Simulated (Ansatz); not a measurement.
Cost and result for the atomization energy of CH₆GeOSn, SMILES `O=[CH][SnH2][GeH3]` (10 atoms, 9 bonds).

Cartesian coordinates in Å:
```
O -1.391 0.994 -2.421
C -0.847 1.388 -1.431
Sn 0.827 0.291 -0.487
Ge -0.087 -1.226 1.417
H -1.191 2.331 -0.943
H 1.924 1.440 0.152
H 1.595 -0.625 -1.704
H -1.078 -2.250 0.843
H 1.062 -1.976 2.108
H -0.814 -0.367 2.465
```

The species carries charge 0 and has multiplicity 1. Correlated methods include outer-core shells of Ge, Sn, which these sets cover unevenly. Scalar relativity is left out up to krypton. Sn takes the def2 core potential. The structure was optimised at the PBE0-D4/def2-TZVP level. It is one conformer, not always the lowest. Program: Ansatz. All runs use 4 threads of an Arm Neoverse V2 on a shared host. Times are those of one run each, without the atoms' runs, and a repeat can differ threefold. Electronic energies, without spin–orbit coupling; frozen cores. CCSD(T)/CBS adds CCSD(T) − MP2 in def2-TZVPP to the MP2 limit, and its time is that of the two runs behind it. T1 = 0.015. With those shells the extrapolation isn't a true limit. B3LYP takes the VWN-RPA correlation (the form of Gaussian; ORCA's B3LYP/G).

CCSD(T)/CBS is a level of theory with its own doubt, some kJ/mol a heavy atom from the limit and from the frozen cores, so smaller differences don't rank the functionals.

| level | functions | wall time | atomization (kJ/mol) | difference from CCSD(T)/CBS | per bond |
| --- | --- | --- | --- | --- | --- |
| LDA (SPW92)/def2-TZVPP | 244 | 1.6 s | 3428.0 | 439.3 | 48.8 |
| revPBE-D4/def2-TZVPP | 244 | 2.6 s | 2925.8 | -62.9 | -7.0 |
| BHLYP-D4/def2-TZVPP | 244 | 4.5 s | 2863.5 | -125.2 | -13.9 |
| CAM-B3LYP-D4/def2-TZVPP | 244 | 5 s | 2970.9 | -17.8 | -2.0 |
| r2SCAN-D4/def2-TZVPP (with forces) | 244 | 6 s | 2974.8 | -13.9 | -1.5 |
| B3LYP-D4/def2-TZVPP (with forces) | 244 | 6.5 s | 2956.3 | -32.4 | -3.6 |
| PBE-QIDH/def2-TZVPP | 244 | 8.5 s | 2922.7 | -66.0 | -7.3 |
| ωB97X-V/def2-TZVPP | 244 | 11 s | 2992.2 | 3.5 | 0.4 |
| B97M-V/def2-TZVPP | 244 | 12 s | 3008.6 | 19.9 | 2.2 |
| CCSD(T)/def2-SVP | 116 | 15 s | 2786.7 | -202.0 | -22.4 |
| MP2/def2-QZVPP | 465 | 30 s | 2950.6 | -38.1 | -4.2 |
| CCSD(T)/def2-TZVPP | 244 | 5.5 min | 2914.6 | -74.1 | -8.2 |
| CCSD(T)/CBS(def2) | – | 6 min | 2988.7 | 0.0 | 0.0 |

The D4 term adds +32.5 kJ/mol with B3LYP and +17.2 kJ/mol with PBE0; it sums over pairs of atoms, weighted by their polarisabilities, and B3LYP, whose exchange is more repulsive, gets the larger term. From PBE to PBE0 (25 % exact exchange), in def2-TZVPP and without D4, the atomization energy moves by −59.8 kJ/mol: exact exchange takes away binding that semilocal exchange gives to molecules. In def2-TZVPP, CCSD(T) changes the Hartree–Fock value by +870.4 kJ/mol (the triples alone add +52.5 kJ/mol) and MP2 by +862.7 kJ/mol; breaking electron pairs costs correlation energy, which Hartree–Fock lacks.

Spin–orbit coupling would lower the free Sn atoms strongly, and the atomization energy with them, by more than many differences here. For some Ge, Se and Sn compounds the MP2-based and the directly extrapolated limit differ by 10 to 25 kJ/mol.
